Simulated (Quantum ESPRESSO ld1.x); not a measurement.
The numbers below are computed, except where a source is named.
Numerical settings for neutral technetium, [Kr] 4d5 5s2. Level of theory: scalar-relativistic Kohn-Sham, LDA (Slater exchange, VWN5 correlation), spin-polarised, spherical densities, point nucleus; open shells are filled with parallel spins first (ld1.x of Quantum ESPRESSO 7.5). With the defaults (dx = 0.008, xmin = -8.0, rmax = 100, beta = 0.2, tr2 = 1e-14) the mesh has 2047 points, the cycle takes 35 iterations, E = -4281.411246 hartree and the 5s down eigenvalue is -0.16603 hartree. The mesh is r = exp(xmin + i dx)/Z up to rmax; beta is the mixing and tr2 the threshold. One setting is changed at a time.

| change | mesh points | iterations | change of E (mhartree) | change of e(5s) (mhartree) |
|---|---|---|---|---|
| dx = 0.005 | 3275 | 35 | +0.001 | 0.000 |
| dx = 0.04 | 411 | 35 | -0.899 | -0.002 |
| xmin = -9 | 2171 | 36 | -0.014 | 0.000 |
| xmin = -5 | 1671 | 26 | +77.693 | +0.005 |
| rmax = 150 | 2097 | 35 | 0.000 | 0.000 |
| rmax = 15 | 1809 | 34 | 0.000 | +0.003 |
| beta = 0.05 | 2047 | 105 | +0.001 | 0.000 |
| beta = 1 | 2047 | 15 | -0.001 | 0.000 |
| tr2 = 1e-06 | 2047 | 13 | +11.874 | -0.018 |
| tr2 = 1e-10 | 2047 | 23 | +0.109 | 0.000 |
